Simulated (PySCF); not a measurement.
**How far are cheaper levels from CCSD(T)/CBS for SbN?**

PySCF; the state is a singlet (closed shell). The composite is CCSD(T) extrapolated to the basis-set limit from two correlation-consistent sets, with core-valence (CV) and scalar-relativistic (SR) terms as its label shows; it has no spin–orbit coupling and nothing beyond (T). Here it is CCSD(T)/CBS(DT)+CV. It gives Re = 1.830 Å, ωe = 885 cm⁻¹ and De = 3.66 eV to Sb + N.

```json
{"level": "RHF", "basis": "def2-TZVPPD", "relativity": "scalar-relativistic core potentials", "Re (Å)": "1.767", "ωe (cm⁻¹)": "1103", "De (eV)": "-1.57"}
{"level": "RHF-MP2", "basis": "def2-TZVPPD", "relativity": "scalar-relativistic core potentials", "Re (Å)": "1.905", "ωe (cm⁻¹)": "654", "De (eV)": "4.36"}
{"level": "RHF-CCSD(T)", "basis": "def2-TZVPPD", "relativity": "scalar-relativistic core potentials", "Re (Å)": "1.840", "ωe (cm⁻¹)": "872", "De (eV)": "3.41"}
{"level": "PBE", "basis": "def2-TZVPPD", "relativity": "scalar-relativistic core potentials", "Re (Å)": "1.833", "ωe (cm⁻¹)": "903", "De (eV)": "4.21"}
{"level": "PBEsol", "basis": "def2-TZVPPD", "relativity": "scalar-relativistic core potentials", "Re (Å)": "1.824", "ωe (cm⁻¹)": "919", "De (eV)": "4.45"}
{"level": "r²SCAN", "basis": "def2-TZVPPD", "relativity": "scalar-relativistic core potentials", "Re (Å)": "1.816", "ωe (cm⁻¹)": "944", "De (eV)": "3.28"}
{"level": "M06-L", "basis": "def2-TZVPPD", "relativity": "scalar-relativistic core potentials", "Re (Å)": "1.823", "ωe (cm⁻¹)": "934", "De (eV)": "3.89"}
{"level": "PBE0", "basis": "cc-pVTZ-PP/cc-pVTZ", "relativity": "scalar-relativistic core potentials", "Re (Å)": "1.810", "ωe (cm⁻¹)": "976", "De (eV)": "3.09"}
{"level": "PBE0", "basis": "def2-TZVPPD", "relativity": "scalar-relativistic core potentials", "Re (Å)": "1.804", "ωe (cm⁻¹)": "977", "De (eV)": "3.17"}
{"level": "B97-3", "basis": "def2-TZVPPD", "relativity": "scalar-relativistic core potentials", "Re (Å)": "1.807", "ωe (cm⁻¹)": "974", "De (eV)": "3.36"}
```

Q: Give the difference of each row from the composite.

A: 

```json
{"level": "RHF", "basis": "def2-TZVPPD", "ΔRe (pm)": "-6.3", "Δωe (%)": "+24.6", "ΔDe (eV)": "-5.23"}
{"level": "RHF-MP2", "basis": "def2-TZVPPD", "ΔRe (pm)": "+7.5", "Δωe (%)": "-26.1", "ΔDe (eV)": "+0.70"}
{"level": "RHF-CCSD(T)", "basis": "def2-TZVPPD", "ΔRe (pm)": "+1.0", "Δωe (%)": "-1.5", "ΔDe (eV)": "-0.25"}
{"level": "PBE", "basis": "def2-TZVPPD", "ΔRe (pm)": "+0.3", "Δωe (%)": "+2.0", "ΔDe (eV)": "+0.55"}
{"level": "PBEsol", "basis": "def2-TZVPPD", "ΔRe (pm)": "-0.6", "Δωe (%)": "+3.8", "ΔDe (eV)": "+0.79"}
{"level": "r²SCAN", "basis": "def2-TZVPPD", "ΔRe (pm)": "-1.4", "Δωe (%)": "+6.7", "ΔDe (eV)": "-0.38"}
{"level": "M06-L", "basis": "def2-TZVPPD", "ΔRe (pm)": "-0.7", "Δωe (%)": "+5.5", "ΔDe (eV)": "+0.23"}
{"level": "PBE0", "basis": "cc-pVTZ-PP/cc-pVTZ", "ΔRe (pm)": "-2.0", "Δωe (%)": "+10.3", "ΔDe (eV)": "-0.57"}
{"level": "PBE0", "basis": "def2-TZVPPD", "ΔRe (pm)": "-2.6", "Δωe (%)": "+10.4", "ΔDe (eV)": "-0.49"}
{"level": "B97-3", "basis": "def2-TZVPPD", "ΔRe (pm)": "-2.3", "Δωe (%)": "+10.1", "ΔDe (eV)": "-0.30"}
```

Q: Which rows come closest in De?

A: M06-L in def2-TZVPPD (+0.23 eV), counted from the composite.

Correlated steps freeze 5 core orbitals. Spin–orbit coupling is left out, which matters for elements this heavy, above all for dissociation energies. Where the molecule has an RHF reference, its open-shell atoms are computed with UHF. The CCSD T1 diagnostic is raised in SbN, a sign that a single reference may not be enough there. A negative De means that the minimum lies above the separated atoms at that level.
